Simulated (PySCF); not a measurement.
**Computed properties of Si(AsH2)(OH)3 (AsH₅O₃Si), SMILES O[Si](O)(O)[AsH2]**

Si(AsH2)(OH)3 (AsH₅O₃Si), SMILES O[Si](O)(O)[AsH2]. Geometry: PBE0-D3(BJ)/def2-SVP. The structure was generated by enumeration, and PubChem lists no compound with its InChIKey, so it may never have been made. The values are those of a single conformer. All values are computed for the isolated molecule unless a solvent is named; none is compared with measurement here.

**Structure.** All 24 harmonic modes at PBE0-D3(BJ)/def2-SVP (PySCF) are real, so it is a minimum. With heavy atoms numbered as in [OH:1][Si:2]([OH:3])([OH:4])[AsH2:5], the shortest bond between them is Si2–O3 at 1.652 Å and the longest Si2–As5 at 2.352 Å.

**Vibrations.** The strongest infrared lines (harmonic, unscaled, degenerate partners summed) lie at 812 cm⁻¹ (203 km/mol, H 71 %, O 27 %), 862 cm⁻¹ (197 km/mol, H 47 %, O 29 %, Si 24 %), 801 cm⁻¹ (152 km/mol, H 67 %, O 31 %). The softest mode is at 97 cm⁻¹ and the zero-point energy is 37.2 kcal/mol.

**Electronic structure.** M06-2X/def2-TZVP (PySCF) places the frontier levels at -8.51 and 0.92 eV, a gap of 9.43 eV, and gives a dipole moment of 1.96 D and a mean polarisability of 64.1 bohr³. PBE/def2-TZVP (PySCF) at the same geometry gives -6.29 and -0.57 eV, so its gap is 3.71 eV narrower. An orbital gap is neither the optical nor the fundamental gap.

**Excitations.** TDDFT-CAM-B3LYP/def2-SVPD (PySCF) has S1 at 6.34 eV (196 nm, f = 0.090, bright); the most intense of the 10 singlets computed lies at 7.21 eV (f = 0.25). T1 (TDA) is at 5.72 eV. TDDFT-PBE/def2-SVPD (PySCF) puts S1 at 5.49 eV. No vertical singlet excitation falls in the visible range (under 3.1 eV).

**NMR.** GIAO shifts at KT2/pcSseg-1 (PySCF) (non-relativistic, atoms alike by connectivity averaged): ¹H from 1.9 to 2.2 ppm against TMS; ²⁹Si at -12.7 ppm against TMS.
